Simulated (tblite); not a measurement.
Compound: C8H14BN.
Bonds: C1–C2 (double), C2–C3, C3–C4, C4–N5 (triple), C2–C6, C6–C7, C7–B8, B8–C9, B8–C10. Hydrogens: H11, H12 on C1; H13, H14 on C3; H15, H16 on C6; H17, H18 on C7; H19, H20, H21 on C9; H22, H23, H24 on C10.

Computed with GFN2-xTB (tblite), gas phase: L-BFGS steps from a force-field or distance-geometry start until the largest atomic force falls under 0.01 eV/Å.

Step 55: E = -771.2894 eV
```
atom  x, y, z in Å  |  force x, y, z in eV/Å
C1      2.2788    1.9129   -0.6207   -0.050   0.066   0.009
C2      1.7782    0.9965    0.1912    0.069  -0.016  -0.007
C3      2.6726   -0.0109    0.8819    0.061  -0.034  -0.008
C4      2.9812   -1.1038   -0.0069   -0.036  -0.063  -0.083
N5      3.2272   -1.9561   -0.7294   -0.029   0.065   0.071
C6      0.3082    0.8502    0.4424   -0.010  -0.076  -0.033
C7     -0.2636   -0.3639   -0.3206   -0.007  -0.035   0.001
B8     -1.8350   -0.5523   -0.1852   -0.032   0.003   0.018
C9     -2.7929    0.6947   -0.3152    0.025  -0.018  -0.004
C10    -2.4354   -1.9920    0.0650    0.014   0.027  -0.007
H11     1.6332    2.6288   -1.0982    0.015   0.033  -0.081
H12     3.3300    1.9997   -0.8389   -0.001  -0.032   0.047
H13     3.6243    0.4471    1.1697   -0.050   0.024   0.028
H14     2.1772   -0.4076    1.7724    0.058  -0.027   0.009
H15    -0.2029    1.7614    0.1285    0.005  -0.048   0.014
H16     0.1283    0.7066    1.5122   -0.020   0.035  -0.031
H17     0.2915   -1.2571   -0.0200   -0.030   0.027  -0.027
H18    -0.0483   -0.2232   -1.3888    0.012   0.015   0.111
H19    -2.3092    1.5892   -0.7030   -0.050  -0.019   0.008
H20    -3.6539    0.4811   -0.9476    0.008  -0.002   0.056
H21    -3.1928    0.9453    0.6693   -0.007  -0.004  -0.060
H22    -2.2334   -2.6316   -0.7950    0.015   0.021   0.013
H23    -3.5110   -2.0070    0.2309    0.032   0.026  -0.014
H24    -1.9639   -2.4880    0.9135    0.010   0.030  -0.030
```

Step 56: E = -771.2914 eV
```
atom  x, y, z in Å  |  force x, y, z in eV/Å
C1      2.2842    1.9244   -0.6134   -0.015   0.035  -0.003
C2      1.7829    1.0007    0.1894   -0.011  -0.022  -0.031
C3      2.6735   -0.0135    0.8738    0.026  -0.011  -0.014
C4      2.9758   -1.1085   -0.0126   -0.053  -0.007  -0.011
N5      3.2212   -1.9681   -0.7250   -0.006  -0.028  -0.027
C6      0.3115    0.8539    0.4399   -0.014  -0.038  -0.006
C7     -0.2643   -0.3651   -0.3113   -0.021  -0.018   0.016
B8     -1.8370   -0.5530   -0.1812    0.017   0.007   0.026
C9     -2.7967    0.6902   -0.3165    0.010  -0.004  -0.004
C10    -2.4357   -1.9927    0.0642    0.006   0.013  -0.008
H11     1.6421    2.6443   -1.0887    0.002   0.038  -0.075
H12     3.3360    2.0076   -0.8314   -0.002  -0.018   0.051
H13     3.6263    0.4396    1.1578    0.014   0.050   0.051
H14     2.1796   -0.4075    1.7652    0.044  -0.035   0.029
H15    -0.2017    1.7628    0.1202    0.025  -0.063   0.013
H16     0.1345    0.7221    1.5118   -0.029   0.020  -0.026
H17     0.2874   -1.2585   -0.0082   -0.011   0.014  -0.001
H18    -0.0479   -0.2307   -1.3783    0.014   0.016   0.045
H19    -2.3178    1.5827   -0.7113   -0.024   0.010  -0.005
H20    -3.6596    0.4718   -0.9431   -0.011  -0.016   0.029
H21    -3.1957    0.9480    0.6656   -0.006  -0.004  -0.023
H22    -2.2315   -2.6289   -0.7969    0.021   0.008  -0.010
H23    -3.5111   -2.0087    0.2260    0.001   0.026  -0.008
H24    -1.9679   -2.4930    0.9114    0.025   0.028  -0.009
```

Step 57: E = -771.2925 eV
```
atom  x, y, z in Å  |  force x, y, z in eV/Å
C1      2.2875    1.9342   -0.6081   -0.009  -0.002  -0.001
C2      1.7850    1.0046    0.1878   -0.053  -0.011  -0.047
C3      2.6727   -0.0153    0.8680   -0.008   0.007  -0.017
C4      2.9667   -1.1119   -0.0188   -0.031  -0.038  -0.024
N5      3.2078   -1.9765   -0.7269   -0.015  -0.004  -0.018
C6      0.3126    0.8579    0.4374    0.009  -0.043  -0.001
C7     -0.2638   -0.3668   -0.3036    0.001  -0.016   0.005
B8     -1.8365   -0.5544   -0.1782    0.040   0.009   0.025
C9     -2.7965    0.6864   -0.3175   -0.006   0.010  -0.005
C10    -2.4347   -1.9936    0.0634    0.001  -0.002  -0.007
H11     1.6492    2.6583   -1.0832    0.005   0.020  -0.052
H12     3.3401    2.0134   -0.8244    0.000  -0.005   0.050
H13     3.6257    0.4345    1.1514    0.055   0.055   0.050
H14     2.1799   -0.4086    1.7604    0.033  -0.032   0.030
H15    -0.2001    1.7649    0.1143    0.012  -0.048  -0.011
H16     0.1357    0.7348    1.5096   -0.028   0.008   0.004
H17     0.2866   -1.2589    0.0068   -0.016   0.027   0.000
H18    -0.0450   -0.2412   -1.3713    0.011   0.014   0.042
H19    -2.3201    1.5774   -0.7168   -0.010   0.028  -0.015
H20    -3.6614    0.4656   -0.9395   -0.023  -0.025   0.006
H21    -3.1945    0.9490    0.6629   -0.006   0.000   0.009
H22    -2.2295   -2.6281   -0.7983    0.023   0.003  -0.024
H23    -3.5100   -2.0089    0.2226   -0.016   0.021  -0.003
H24    -1.9692   -2.4970    0.9094    0.031   0.025   0.005
```

Task: Estimate the geometry and energy of step 58. (The exact step hangs on the optimiser's Hessian estimate; all steps are aligned on step 57, rigid shifts and turns removed.)

Result: E = -771.2938 eV, largest force 0.086 eV/Å
```
atom  x, y, z in Å  |  force x, y, z in eV/Å
C1      2.2883    1.9405   -0.6038    0.010  -0.027  -0.014
C2      1.7856    1.0067    0.1874   -0.074  -0.018  -0.039
C3      2.6731   -0.0164    0.8643   -0.018   0.022  -0.009
C4      2.9604   -1.1138   -0.0240   -0.012  -0.005   0.015
N5      3.1982   -1.9821   -0.7283   -0.015  -0.022  -0.045
C6      0.3130    0.8587    0.4357    0.005  -0.004   0.025
C7     -0.2630   -0.3691   -0.2989   -0.007   0.008   0.019
B8     -1.8355   -0.5550   -0.1761    0.039   0.010   0.021
C9     -2.7959    0.6844   -0.3182   -0.020   0.018  -0.002
C10    -2.4340   -1.9938    0.0630   -0.001  -0.010  -0.008
H11     1.6530    2.6653   -1.0826    0.007   0.008  -0.029
H12     3.3418    2.0165   -0.8175    0.000   0.008   0.047
H13     3.6261    0.4338    1.1488    0.056   0.034   0.028
H14     2.1839   -0.4121    1.7582    0.021  -0.017   0.016
H15    -0.1996    1.7646    0.1083    0.013  -0.054  -0.022
H16     0.1342    0.7450    1.5088   -0.020  -0.010   0.004
H17     0.2863   -1.2598    0.0139   -0.003   0.004   0.018
H18    -0.0424   -0.2466   -1.3651    0.013   0.013  -0.008
H19    -2.3221    1.5751   -0.7202    0.001   0.035  -0.023
H20    -3.6628    0.4618   -0.9362   -0.026  -0.034  -0.015
H21    -3.1943    0.9501    0.6606   -0.001   0.002   0.036
H22    -2.2273   -2.6268   -0.7993    0.019   0.001  -0.029
H23    -3.5094   -2.0086    0.2205   -0.018   0.015  -0.001
H24    -1.9690   -2.4986    0.9080    0.029   0.022   0.015
```

The energy changes by -0.0012 eV. The first-order estimate −F·Δx gives -0.0017 eV and the mean of the old and new forces, exact on a quadratic surface, -0.0012 eV. The step makes an angle of 73° with the force vector and moves no atom by more than 0.011 Å.

The cost below is that of the whole relaxation. Hardware: one thread of an Arm Neoverse N1, shared host with 64 logical CPUs at a one-minute load of 61. Cost: 3.6 s of wall time.
